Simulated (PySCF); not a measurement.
The multiplicity is imposed and other spin states were not computed.

Cartesian coordinates (Å):
```xyz
8

Cd    -0.4112    -0.1039    -0.2274
O     -0.2307    -1.6496     0.9859
C     -1.0252    -1.8140     2.1276
H     -0.8967    -1.0092     2.8827
H     -0.7364    -2.7608     2.6236
H     -2.1125    -1.8884     1.9117
S     -0.5136     1.6328    -1.7801
H      0.3001     2.4315    -1.0501
```
Charge 0, multiplicity 1.

### Question
What is the computed total energy, charge on the central atom (Mulliken), HOMO, LUMO and dipole moment (PySCF with TPSSh-D3(BJ)/def2-TZVP // r2SCAN-D4/def2-SVP)?

### Answer

```
Property                                     Result
-------------------------------------  ------------
total energy                           -681.7329 Ha
charge on the central atom (Mulliken)        0.73 e
HOMO                                       -6.44 eV
LUMO                                       -1.80 eV
dipole moment                                1.23 D
```
